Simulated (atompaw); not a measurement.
# u(r) = r·R(r): atom against pseudo-atom (Si)

Columns: radius, all-electron u(r) and pseudo u(r) of the 3p shell (level -4.16 eV) of silicon in the configuration [Ne] 3s2 3p2; LDA (PW92), scalar-relativistic, PAW (atompaw) scheme, atompaw 4.2.0.5.

```json
{"r (bohr)": "0.092", "all-electron": "-0.0920", "pseudo": "0.0042"}
{"r (bohr)": "0.185", "all-electron": "-0.2052", "pseudo": "0.0168"}
{"r (bohr)": "0.277", "all-electron": "-0.2587", "pseudo": "0.0372"}
{"r (bohr)": "0.369", "all-electron": "-0.2556", "pseudo": "0.0648"}
{"r (bohr)": "0.462", "all-electron": "-0.2119", "pseudo": "0.0990"}
{"r (bohr)": "0.554", "all-electron": "-0.1445", "pseudo": "0.1380"}
{"r (bohr)": "0.646", "all-electron": "-0.0649", "pseudo": "0.1809"}
{"r (bohr)": "0.738", "all-electron": "0.0191", "pseudo": "0.2265"}
{"r (bohr)": "0.831", "all-electron": "0.1032", "pseudo": "0.2739"}
{"r (bohr)": "0.923", "all-electron": "0.1822", "pseudo": "0.3208"}
{"r (bohr)": "1.015", "all-electron": "0.2553", "pseudo": "0.3666"}
{"r (bohr)": "1.108", "all-electron": "0.3221", "pseudo": "0.4105"}
{"r (bohr)": "1.200", "all-electron": "0.3807", "pseudo": "0.4508"}
{"r (bohr)": "1.292", "all-electron": "0.4318", "pseudo": "0.4872"}
{"r (bohr)": "1.385", "all-electron": "0.4762", "pseudo": "0.5196"}
{"r (bohr)": "1.477", "all-electron": "0.5133", "pseudo": "0.5470"}
{"r (bohr)": "1.569", "all-electron": "0.5438", "pseudo": "0.5697"}
{"r (bohr)": "1.662", "all-electron": "0.5687", "pseudo": "0.5880"}
{"r (bohr)": "1.754", "all-electron": "0.5877", "pseudo": "0.6017"}
{"r (bohr)": "1.846", "all-electron": "0.6019", "pseudo": "0.6114"}
{"r (bohr)": "1.938", "all-electron": "0.6117", "pseudo": "0.6177"}
{"r (bohr)": "2.031", "all-electron": "0.6175", "pseudo": "0.6209"}
{"r (bohr)": "2.123", "all-electron": "0.6198", "pseudo": "0.6214"}
{"r (bohr)": "2.215", "all-electron": "0.6191", "pseudo": "0.6197"}
{"r (bohr)": "2.308", "all-electron": "0.6158", "pseudo": "0.6158"}
{"r (bohr)": "2.400", "all-electron": "0.6101", "pseudo": "0.6101"}
```

Problem. How many radial nodes do the two functions have?

Solution. The all-electron 3p function has n − l − 1 = 1; the pseudo-wave has 0, since the states of the same l below it are removed with the core.

Problem. Where does each function peak?

Solution. Outermost all-electron maximum near 2.12 bohr, pseudo maximum near 2.12 bohr (to the table’s step).

Problem. Is the pseudo-wave norm-conserving?

Solution. No, it belongs to a PAW set: the norm inside the radius is not constrained, and the difference is carried by the augmentation charge.
